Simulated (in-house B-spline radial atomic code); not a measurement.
**RPA and G0W0 on BHandHLYP: F⁵⁺**

Configuration [He] 2s2, mean-field start BHandHLYP. Computed with a B-spline radial code for spherical atoms: all electrons, non-relativistic, point nucleus, each spin shell either full or empty, empty states to l = 9 with an (l + 1/2)⁻⁴ tail; G0W0 by contour deformation at full frequency.

Command:
```bash
python run_gw.py task.json out
```
Settings (radii: box in bohr, nucleus in fm):
```
Z                        9
electrons                4
configuration            [He] 2s2
hamiltonian              nr
method                   bhandhlyp
lmax                     9
spin_polarised           False
box_radius               10.43
intervals                45
ion_configuration        [He] 2s1
```

Run time, properties included: 0.5 s on 1 thread of AMD EPYC 9R45 96-Core Processor (Zen 5), on a shared host.

Energies (hartree):

| term | value |
| --- | --- |
| mean-field total | -88.05470 |
| Hartree-Fock functional on these orbitals | -87.93328 |
| direct second order | -0.28941 |
| second-order exchange | 0.14154 |
| SOSEX correction | 0.11587 |

Q: What is the RPA correlation energy, and what remains with SOSEX?

A: RPA gives -0.23708 hartree (-1.61 eV per electron); RPA + SOSEX gives -0.12121, and the second-order doubles -0.14787 hartree (no singles). SOSEX takes back 49 % of the RPA value.

Quasi-particle levels (eV):

```json
{"level": "2s", "occupied": "yes", "mean field": "-149.59", "Σx - vxc": "-4.56", "Σc": "?", "QP weight": "?", "G0W0": "?"}
{"level": "1s", "occupied": "yes", "mean field": "-845.75", "Σx - vxc": "-26.70", "Σc": "5.03", "QP weight": "0.942", "G0W0": "-867.42"}
{"level": "2p", "occupied": "no", "mean field": "-121.43", "Σx - vxc": "8.08", "Σc": "-1.60", "QP weight": "0.976", "G0W0": "-114.95"}
```

G0W0 = mean field + (Σx - vxc) + Σc, with Σc (partial-wave tail included) taken at the quasi-particle energy.

Q: Where does G0W0 put 2s?

A: At -156.77 eV, with Σc = -2.62 eV and a quasi-particle weight of 0.964. The tabulated removal energy is 157.163 eV (NIST, measured).

Q: What does it cost to remove one electron (to [He] 2s1) by differences of total energies, each species on its own start (correlation terms add to the Hartree-Fock functional)?

A: BHandHLYP 155.33 eV, Hartree-Fock functional 153.86 eV, + RPA 156.59 eV, + RPA + SOSEX 155.83 eV, + second order 156.50 eV. Tabulated: 157.163 eV (NIST, measured).
